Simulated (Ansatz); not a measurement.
HGa (SMILES [GaH]), singlet, at a GFN2-xTB geometry (such geometries of metal compounds can be far from the true shape); B3LYP/6-311G** (Ansatz, a first-principles code).

Ansatz was given this input:
Ansatz 0.2 input:
```yaml
crystal:
  periodic: [false, false, false]
  atoms:
    - {symbol: Ga, position_ang: [-0.00000000, -0.00000000, -0.05952365]}
    - {symbol: H, position_ang: [0.00000000, 0.00000000, 1.84523317]}
basis:
  gaussian:
    orbitals: 6-311G__.json
hamiltonian:
  xc: b3lyp
```
The basis file holds 6-311G** in the JSON format of the Basis Set Exchange.

### Question
What does Ansatz print? Leave out banner, timings and long lists.

### Answer

```
Functional definition: B3LYP
409 factors; integrals over basis functions are off by at most 1.2e-3 eV
mean field evaluation 1: about -52392.6678 eV, gradient 2.1e1 eV
mean field evaluation 2: about -52392.6051 eV, gradient 2.7e1 eV
mean field evaluation 4: about -52393.6112 eV, gradient 6.8e-1 eV
mean field evaluation 8: about -52393.6142 eV, gradient 3.9e-4 eV
mean field -52393.61421608 eV, -1925.4298087737 hartree, gradient 6.7e-5 eV, S^2 0.000000; 0 other end points of the search recorded, 0 dependent functions left out
reference -52393.61440643 eV, -1925.4298157690 hartree; 16, 16 occupied and 34, 34 virtual orbitals, 409 factors
Total energy: -52393.61440643 eV, -1925.4298157690 hartree
```
